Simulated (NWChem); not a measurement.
System: Si2H5O2Cl; SMILES O[SiH](O)[SiH2]Cl

NWChem input:

```
start job
memory heap 200 mb stack 900 mb global 1100 mb
geometry units angstroms noautosym nocenter noautoz
  O      1.413960     1.446168     0.578570
  Si    -0.215842     1.410985     0.260037
  O     -0.611226     1.819966    -1.302271
  Si    -0.857017    -0.836162     0.465390
  Cl     0.880445    -1.849656    -0.136144
  H      1.894749     0.666775     0.271868
  H     -0.826671     2.361313     1.230100
  H     -0.415524     2.719861    -1.583659
  H     -1.980332    -1.283193    -0.406318
  H     -1.142116    -1.245246     1.872579
end
basis spherical
  O library def2-svp
  Si library def2-svp
  Cl library def2-svp
  H library def2-svp
end
dft
  xc xcamb88 1.00 lyp 0.81 vwn_5 0.19 hfexch 1.00
  cam 0.33 cam_alpha 0.19 cam_beta 0.46
  iterations 150
end
property
  efieldgrad
end
task dft property
```

The geometry was optimised at PBE0/def2-SVP.

Vzz is the largest principal value of the second derivative of the potential at the nucleus (NWChem prints the opposite sign); η is the asymmetry. Non-relativistic.

Atoms are numbered as in the input.

Task: What results follow from this input? (CAM-B3LYP/def2-SVP.) Quantities: Vzz O1 (a.u.); η O1; Vzz O3 (a.u.); η O3; Vzz Cl5 (a.u.); η Cl5.

Result: 
| Property | Result |
|---|---|
| Vzz O1 (a.u.) | 1.352 |
| η O1 | 0.51 |
| Vzz O3 (a.u.) | 1.430 |
| η O3 | 0.51 |
| Vzz Cl5 (a.u.) | 2.083 |
| η Cl5 | 0.10 |
